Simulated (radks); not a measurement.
Effect of the nuclear size on the dysprosium ion Dy3+, [Xe] 4f9. Calculated with a radial shooting solver on a logarithmic mesh with Libxc functionals: Dirac Kohn-Sham, exchange-only LDA, spin-unpolarised, spherical densities, finite nucleus; open shells fill j = l - 1/2 first; Fermi nuclear charge, rms radius 5.2218 fm. The rms radius is varied about that value; shifts are against it.

rms radius (fm) = 4.2401: total energy shift (eV) -8.97; density at nucleus (e/bohr^3) 7.801e+05; 1s1/2 shift (meV) -3690; 2s1/2 shift (meV) -484; 4p1/2 shift (meV) 0.380; 5s1/2 shift (meV) -4.11; 5p1/2 shift (meV) 0.154; 4f7/2 shift (meV) 0.545; 6s1/2 (empty) shift (meV) -0.729
rms radius (fm) = 4.8197: total energy shift (eV) -3.84; density at nucleus (e/bohr^3) 7.535e+05; 1s1/2 shift (meV) -1580; 2s1/2 shift (meV) -207; 4p1/2 shift (meV) 0.162; 5s1/2 shift (meV) -1.76; 5p1/2 shift (meV) 0.066; 4f7/2 shift (meV) 0.233; 6s1/2 (empty) shift (meV) -0.312
rms radius (fm) = 5.2218: total energy shift (eV) 0; density at nucleus (e/bohr^3) 7.372e+05; 1s1/2 shift (meV) 0.000; 2s1/2 shift (meV) 0.000; 4p1/2 shift (meV) 0.000; 5s1/2 shift (meV) 0.000; 5p1/2 shift (meV) 0.000; 4f7/2 shift (meV) 0.000; 6s1/2 (empty) shift (meV) 0.000
rms radius (fm) = 5.5142: total energy shift (eV) 2.93; density at nucleus (e/bohr^3) 7.264e+05; 1s1/2 shift (meV) 1210; 2s1/2 shift (meV) 158; 4p1/2 shift (meV) -0.123; 5s1/2 shift (meV) 1.34; 5p1/2 shift (meV) -0.050; 4f7/2 shift (meV) -0.178; 6s1/2 (empty) shift (meV) 0.238
rms radius (fm) = 6.0573: total energy shift (eV) 8.69; density at nucleus (e/bohr^3) 7.081e+05; 1s1/2 shift (meV) 3570; 2s1/2 shift (meV) 468; 4p1/2 shift (meV) -0.365; 5s1/2 shift (meV) 3.98; 5p1/2 shift (meV) -0.148; 4f7/2 shift (meV) -0.527; 6s1/2 (empty) shift (meV) 0.706

Slopes of the eigenvalues against <r^2> in GHz/fm^2, as finite differences over the two radii next to the reference (eigenvalue slopes, not the field-shift constants of lines): 1s1/2 93800, 2s1/2 12300, 4p1/2 -9.62, 5s1/2 105, 5p1/2 -3.90, 4f7/2 -13.9, 6s1/2 (empty) 18.5.
